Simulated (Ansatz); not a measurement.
Steps of a relaxation of C₇H₁₃ClO₂, SMILES `CC(C)COC(=O)CCCl` with RKS PBE-D4/def2-SVP.

```sh
$ ansatz run in.yaml --threads 4 --pin off --events-out ev --progress --plain --max-ram 41984MiB --backend cuda --devices 0, --max-vram 37GiB
```

```yaml
crystal:
  periodic: [false, false, false]
  atoms:
    - {symbol: C, position_ang: [-0.514770, -1.757430, -1.046140]}
    - {symbol: C, position_ang: [-0.029190, -0.396130, -1.536820]}
    - {symbol: C, position_ang: [-0.126350, -0.297580, -3.056030]}
    - {symbol: C, position_ang: [-0.849980, 0.727570, -0.896310]}
    - {symbol: O, position_ang: [-0.727400, 0.732520, 0.527320]}
    - {symbol: C, position_ang: [0.329990, 1.352400, 1.047080]}
    - {symbol: O, position_ang: [1.169090, 1.927440, 0.408560]}
    - {symbol: C, position_ang: [0.335530, 1.218390, 2.561040]}
    - {symbol: C, position_ang: [0.875110, -0.156160, 2.934320]}
    - {symbol: Cl, position_ang: [0.877590, -0.361590, 4.707410]}
    - {symbol: H, position_ang: [0.122730, -2.548570, -1.432380]}
    - {symbol: H, position_ang: [-1.533370, -1.938960, -1.382590]}
    - {symbol: H, position_ang: [-0.499140, -1.800370, 0.040220]}
    - {symbol: H, position_ang: [1.015080, -0.257520, -1.237050]}
    - {symbol: H, position_ang: [0.254060, 0.658910, -3.405490]}
    - {symbol: H, position_ang: [0.455980, -1.089400, -3.519790]}
    - {symbol: H, position_ang: [-1.160860, -0.397580, -3.377980]}
    - {symbol: H, position_ang: [-1.915190, 0.589810, -1.092760]}
    - {symbol: H, position_ang: [-0.520050, 1.697490, -1.281760]}
    - {symbol: H, position_ang: [-0.683020, 1.327930, 2.934230]}
    - {symbol: H, position_ang: [0.971540, 1.997950, 2.980560]}
    - {symbol: H, position_ang: [1.904540, -0.280760, 2.598620]}
    - {symbol: H, position_ang: [0.248060, -0.948370, 2.525730]}
basis:
  gaussian: {orbitals: def2-SVP}
hamiltonian: {xc: pbe, dispersion: d4}
relax: {f_tol: 0.03, max_steps: 200}
```

Positions (Å) and forces (eV/Å) along the path, 7 of 27 steps:

```xyz
23
step=1 energy=-24057.0227 eV
C    -0.515   -1.757   -1.046    0.364    0.560   -0.099
C    -0.029   -0.396   -1.537   -0.679   -0.103   -0.052
C    -0.126   -0.298   -3.056    0.170    0.072    0.696
C    -0.850    0.728   -0.896    0.573   -0.230   -0.130
O    -0.727    0.733    0.527   -0.915   -0.566    0.052
C     0.330    1.352    1.047   -0.126    0.121    1.108
O     1.169    1.927    0.409    1.023    0.642   -0.827
C     0.336    1.218    2.561    0.166   -0.429   -0.542
C     0.875   -0.156    2.934   -0.246    0.476    0.359
Cl    0.878   -0.362    4.707    0.038   -0.120    0.463
H     0.123   -2.549   -1.432    0.371   -0.595   -0.229
H    -1.533   -1.939   -1.383   -0.706   -0.183   -0.202
H    -0.499   -1.800    0.040   -0.020   -0.119    0.707
H     1.015   -0.258   -1.237    0.499    0.142    0.136
H     0.254    0.659   -3.405    0.243    0.630   -0.339
H     0.456   -1.089   -3.520    0.354   -0.505   -0.387
H    -1.161   -0.398   -3.378   -0.693   -0.078   -0.294
H    -1.915    0.590   -1.093   -0.545   -0.058   -0.129
H    -0.520    1.697   -1.282    0.105    0.455   -0.180
H    -0.683    1.328    2.934   -0.517    0.043    0.260
H     0.972    1.998    2.981    0.297    0.387    0.173
H     1.905   -0.281    2.599    0.510   -0.110   -0.259
H     0.248   -0.948    2.526   -0.267   -0.432   -0.286
23
step=10 energy=-24057.1607 eV
C    -0.389   -1.770   -1.022   -0.021   -0.013    0.015
C    -0.012   -0.386   -1.563    0.016   -0.001   -0.017
C    -0.185   -0.302   -3.085   -0.012    0.016    0.002
C    -0.827    0.728   -0.899   -0.005   -0.005    0.039
O    -0.700    0.712    0.540    0.068    0.047   -0.012
C     0.348    1.408    1.061   -0.043   -0.018   -0.066
O     1.142    2.046    0.398   -0.027   -0.015    0.031
C     0.387    1.244    2.570    0.029   -0.046    0.084
C     0.727   -0.200    2.953   -0.012   -0.006   -0.023
Cl    0.825   -0.392    4.745   -0.005    0.001   -0.045
H     0.235   -2.561   -1.485   -0.009    0.006    0.008
H    -1.453   -2.006   -1.242    0.037    0.002    0.003
H    -0.254   -1.829    0.078   -0.003    0.007   -0.038
H     1.057   -0.186   -1.325   -0.015    0.001   -0.001
H     0.117    0.691   -3.480   -0.006   -0.024    0.015
H     0.432   -1.068   -3.596   -0.006    0.001   -0.001
H    -1.243   -0.476   -3.378    0.026    0.003    0.004
H    -1.911    0.592   -1.093   -0.006   -0.005   -0.001
H    -0.505    1.720   -1.275   -0.005    0.000   -0.006
H    -0.605    1.508    2.996    0.068   -0.010   -0.020
H     1.149    1.940    2.973   -0.048   -0.044   -0.031
H     1.712   -0.506    2.540   -0.095    0.029    0.034
H    -0.049   -0.904    2.589    0.073    0.074    0.026
23
step=16 energy=-24057.1665 eV rejected
C    -0.224   -1.804   -1.075    0.015   -0.002   -0.007
C     0.017   -0.380   -1.591   -0.010    0.000   -0.006
C    -0.244   -0.263   -3.098   -0.002    0.000   -0.003
C    -0.842    0.647   -0.844    0.014   -0.012    0.005
O    -0.600    0.612    0.579    0.035    0.093   -0.017
C     0.391    1.423    1.047    0.033    0.019   -0.076
O     1.045    2.175    0.349   -0.084   -0.092    0.098
C     0.543    1.264    2.552   -0.094    0.041    0.127
C     0.493   -0.201    3.003    0.022   -0.039   -0.079
Cl    0.658   -0.324    4.799    0.004   -0.007   -0.057
H     0.435   -2.532   -1.591   -0.014    0.015    0.004
H    -1.276   -2.117   -1.253    0.017    0.002    0.000
H    -0.029   -1.883    0.013   -0.008    0.013   -0.018
H     1.079   -0.105   -1.402   -0.022    0.005    0.000
H    -0.028    0.759   -3.475   -0.005   -0.026    0.013
H     0.391   -0.973   -3.666   -0.016    0.013    0.008
H    -1.303   -0.497   -3.340    0.018    0.001   -0.001
H    -1.923    0.418   -0.960    0.034   -0.003    0.002
H    -0.637    1.671   -1.219   -0.005   -0.026    0.014
H    -0.294    1.829    3.042    0.261   -0.180   -0.120
H     1.497    1.757    2.848   -0.205   -0.140   -0.037
H     1.327   -0.798    2.558   -0.247    0.181    0.106
H    -0.475   -0.678    2.725    0.256    0.145    0.044
23
step=17 energy=-24057.1623 eV rejected
C    -0.267   -1.784   -1.054   -0.015    0.028   -0.018
C     0.007   -0.372   -1.583   -0.014   -0.044   -0.008
C    -0.227   -0.272   -3.094   -0.020    0.009   -0.015
C    -0.846    0.675   -0.859   -0.062   -0.135   -0.104
O    -0.627    0.654    0.562   -0.055   -0.012    0.010
C     0.392    1.408    1.038   -0.074   -0.088    0.437
O     1.110    2.111    0.363    0.143    0.167   -0.299
C     0.497    1.250    2.546    0.086    0.036    0.147
C     0.556   -0.206    2.990    0.017    0.004   -0.160
Cl    0.700   -0.322    4.778    0.004   -0.054    0.069
H     0.398   -2.528   -1.536    0.019   -0.015    0.003
H    -1.316   -2.089   -1.260    0.015    0.010    0.001
H    -0.111   -1.840    0.041    0.015   -0.032    0.028
H     1.072   -0.112   -1.386   -0.026    0.004    0.025
H     0.017    0.739   -3.478   -0.001    0.009   -0.022
H     0.403   -1.003   -3.640    0.001    0.005   -0.004
H    -1.286   -0.489   -3.353    0.001    0.002    0.003
H    -1.927    0.449   -0.965   -0.008    0.007   -0.127
H    -0.634    1.685   -1.258    0.016    0.075    0.054
H    -0.385    1.715    3.033   -0.037    0.117   -0.071
H     1.399    1.791    2.883   -0.006    0.051   -0.017
H     1.433   -0.717    2.549    0.029   -0.081    0.033
H    -0.358   -0.744    2.682   -0.027   -0.063    0.036
23
step=18 energy=-24057.1720 eV
C    -0.277   -1.794   -1.057    0.004   -0.002   -0.001
C     0.006   -0.382   -1.580    0.003    0.000    0.001
C    -0.223   -0.274   -3.092   -0.002    0.002    0.002
C    -0.841    0.672   -0.861    0.003    0.000    0.000
O    -0.634    0.648    0.568   -0.001    0.002    0.000
C     0.378    1.419    1.050   -0.009   -0.011    0.008
O     1.076    2.136    0.362    0.006    0.005   -0.010
C     0.496    1.260    2.557    0.001   -0.005    0.009
C     0.569   -0.203    2.986   -0.001    0.001    0.001
Cl    0.708   -0.351    4.778    0.000    0.004   -0.010
H     0.376   -2.541   -1.551    0.001    0.002    0.000
H    -1.331   -2.086   -1.256    0.002   -0.002    0.000
H    -0.110   -1.864    0.036    0.000    0.002   -0.001
H     1.070   -0.129   -1.374   -0.001    0.002   -0.002
H     0.025    0.737   -3.475   -0.002   -0.001    0.000
H     0.405   -1.005   -3.641    0.000    0.000   -0.001
H    -1.282   -0.486   -3.353    0.000   -0.001    0.000
H    -1.923    0.468   -0.999    0.001   -0.001    0.002
H    -0.604    1.686   -1.241   -0.001    0.000    0.003
H    -0.391    1.731    3.031    0.004    0.003   -0.003
H     1.393    1.817    2.885    0.000   -0.003   -0.004
H     1.453   -0.708    2.550   -0.008   -0.002    0.002
H    -0.339   -0.753    2.676   -0.001    0.003    0.004
23
step=23 energy=-24057.1776 eV
C    -0.154   -1.785   -1.078    0.007    0.001    0.004
C     0.022   -0.355   -1.601   -0.008   -0.003   -0.001
C    -0.275   -0.252   -3.101    0.001    0.002    0.000
C    -0.861    0.641   -0.841    0.005    0.005   -0.007
O    -0.616    0.616    0.582    0.010   -0.022    0.012
C     0.419    1.375    1.031   -0.007    0.066   -0.037
O     1.104    2.082    0.318   -0.010   -0.032    0.032
C     0.574    1.240    2.537   -0.005   -0.055   -0.001
C     0.418   -0.194    3.035    0.009    0.041    0.004
Cl    0.631   -0.285    4.824   -0.003   -0.001    0.005
H     0.528   -2.486   -1.601   -0.002   -0.001   -0.002
H    -1.193   -2.143   -1.241    0.002    0.000   -0.001
H     0.058   -1.852    0.008   -0.003    0.005   -0.008
H     1.075   -0.037   -1.434    0.002    0.000   -0.002
H    -0.109    0.776   -3.484   -0.001   -0.006    0.003
H     0.377   -0.936   -3.681   -0.003    0.001    0.000
H    -1.328   -0.531   -3.322    0.005    0.000    0.001
H    -1.934    0.379   -0.951   -0.003   -0.001    0.006
H    -0.692    1.671   -1.215    0.001   -0.003   -0.002
H    -0.196    1.879    3.021    0.003    0.001   -0.001
H     1.562    1.655    2.810    0.006   -0.001    0.001
H     1.177   -0.864    2.586   -0.002   -0.002   -0.005
H    -0.585   -0.593    2.798   -0.003    0.001   -0.003
23
step=27 energy=-24057.1792 eV
C    -0.069   -1.781   -1.106   -0.006    0.004   -0.003
C     0.033   -0.342   -1.623    0.000   -0.001    0.003
C    -0.319   -0.241   -3.112    0.000   -0.001   -0.003
C    -0.863    0.614   -0.827    0.000   -0.001    0.008
O    -0.588    0.580    0.590    0.012    0.005   -0.017
C     0.446    1.349    1.027   -0.014   -0.025    0.024
O     1.116    2.061    0.307    0.001    0.017   -0.016
C     0.623    1.219    2.531   -0.009    0.005    0.026
C     0.318   -0.172    3.077    0.002   -0.002   -0.018
Cl    0.559   -0.230    4.865    0.001    0.000   -0.010
H     0.623   -2.451   -1.655   -0.003    0.003    0.003
H    -1.098   -2.180   -1.238    0.005    0.002    0.000
H     0.178   -1.845   -0.028    0.001   -0.001   -0.002
H     1.078    0.015   -1.489   -0.005   -0.001    0.001
H    -0.209    0.795   -3.492    0.000   -0.006    0.003
H     0.342   -0.893   -3.718   -0.004    0.002    0.002
H    -1.366   -0.563   -3.299    0.006    0.002    0.001
H    -1.929    0.319   -0.915    0.003    0.001   -0.004
H    -0.736    1.654   -1.192    0.001   -0.004    0.004
H    -0.052    1.960    3.016    0.027   -0.026   -0.018
H     1.659    1.530    2.771   -0.026   -0.014   -0.001
H     0.985   -0.939    2.635   -0.022    0.029    0.016
H    -0.730   -0.462    2.873    0.029    0.012    0.002
```

Hardware: 4 threads of an AMD EPYC 7R13 on a shared host and a share of an NVIDIA H100 80 GB. Wall time 33 s, peak host memory 0.87 GiB.
